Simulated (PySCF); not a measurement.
pyrazine (C4H4N2), SMILES c1cnccn1.

Coordinates come from a ωB97X-D3(BJ)/def2-SVP optimisation.

Two levels are set side by side: PBE/def2-TZVP (PySCF) and PBE0/def2-TZVP (PySCF). Same geometry, gas phase. Differences are taken from unrounded values.

```csv
quantity,PBE
orbital gap (eV),3.25
highest occupied level (eV),-5.78
lowest empty level (eV),-2.53
mean polarisability (bohr³),56.7
```

Q: These are the PBE values. What does PBE0 give? (An estimate is asked for; the answer gives what the named calculation found.)

A: 
| quantity | PBE0 | PBE minus PBE0 |
|---|---|---|
| orbital gap (eV) | 5.74 | -2.49 |
| highest occupied level (eV) | -7.30 | 1.52 |
| lowest empty level (eV) | -1.56 | -0.97 |
| mean polarisability (bohr³) | 55.6 | 1.2 |

PBE's occupied levels lie high since its potential decays too fast outside the molecule; exact exchange lowers them and widens the gap. Differences between two approximate levels are no errors against the true value.

Rough cost on one machine, each run with all the roots and properties that it gave: PBE0 against PBE within a factor of 2.
